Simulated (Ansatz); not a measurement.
## The standard entropy of CHBr2Cl (SMILES ClC(Br)Br) from a frequency calculation

A singlet with charge 0, relaxed at HF/6-31G* (Cartesian functions) (Ansatz 0.2.0):

```xyz
5

Cl   -0.6631    0.3774    1.5886
C     0.0579    0.1082    0.0075
Br    1.2176   -1.4366    0.0066
Br   -1.2836   -0.0031   -1.3780
H     0.6712    0.9540   -0.2247
```

Harmonic wavenumbers in cm⁻¹: 181, 219, 304, 615, 749, 844, 1324, 1372, 3417.

Masses in u: Cl 35.45, C 12.011, Br 79.904, H 1.008. Take T = 298.15 K, p = 1 bar, R = 8.3145 J/(mol K), kT/hc = 207.22 cm⁻¹, rigid rotor and harmonic oscillator.

Task: Compute the standard molar entropy.

Result: 
1. Translation (Sackur–Tetrode): S = R[3/2 ln M + 5/2 ln T − 1.1517] with M = 208.277 gives 175.4 J/(mol K).
2. Rotation: principal moments 205.092, 414.542, 607.811 u Å² give A, B, C = 0.0822, 0.0407, 0.0277 cm⁻¹; the symmetry number is σ = 1; q = (√π/σ)√((kT/hc)³/ABC) = 549224; S = R(ln q + 3/2) = 122.4.
3. Vibration: with u = ν̃/207.22, each mode gives R[u/(eᵘ − 1) − ln(1 − e⁻ᵘ)]; the sum is 27.5, most from 181 cm⁻¹ (9.7), 219 cm⁻¹ (8.2), 304 cm⁻¹ (5.8).
4. Spin: R ln 1 = 0.0.
5. Sum: 175.4 + 122.4 + 27.5 + 0.0 = 325.3 J/(mol K).

The tabulated value is 327.7 J/(mol K) (CRC Handbook of Chemistry and Physics): the model is off by -2.4. Unscaled Hartree–Fock wavenumbers run high.
